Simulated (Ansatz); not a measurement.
Si₃Te was relaxed with PBE-D4 (def2-SVP) in Ansatz in these states: neutral quintet, neutral singlet, neutral triplet. The geometries follow in no particular order.

In the def2 sets Te takes a core potential; there is no spin–orbit coupling.

A:

Cartesian coordinates in Å:
```
Si -1.700 0.623 0.484
Si 0.306 -0.238 1.340
Si 0.019 0.869 -1.091
Te 1.374 -1.254 -0.733
```

B:

```xyz
4

Si   -1.0828   -1.4584    0.8586
Si    0.3662   -0.8416   -0.7986
Si   -0.4440    0.7369    0.8605
Te    1.1606    1.5631   -0.9205
```

C:

```xyz
4

Si   -1.197   -0.294   -1.029
Si    1.000   -1.154   -0.940
Si   -1.102    1.128    0.852
Te    1.299    0.319    1.117
```

Problem. Judge from the bond lengths which geometry belongs to which state (an estimate).

Solution. A is the neutral triplet (Si2–Si3 2.687 Å, Si1–Si2 2.345 Å, Si1–Si3 2.345 Å); B is the neutral singlet (Si2–Si3 2.429 Å, Si1–Si2 2.286 Å, Si1–Si3 2.286 Å); C is the neutral quintet (Si2–Si3 3.583 Å, Si1–Si2 2.361 Å, Si1–Si3 2.361 Å).

At PBE0-D4/def2-TZVP a singlet lies 0.56 eV below the neutral triplet. At PBE0-D4/def2-TZVP a singlet lies 1.85 eV below the neutral quintet. These are the stationary points nearest to one start from a short search; other shapes may lie lower in each state.
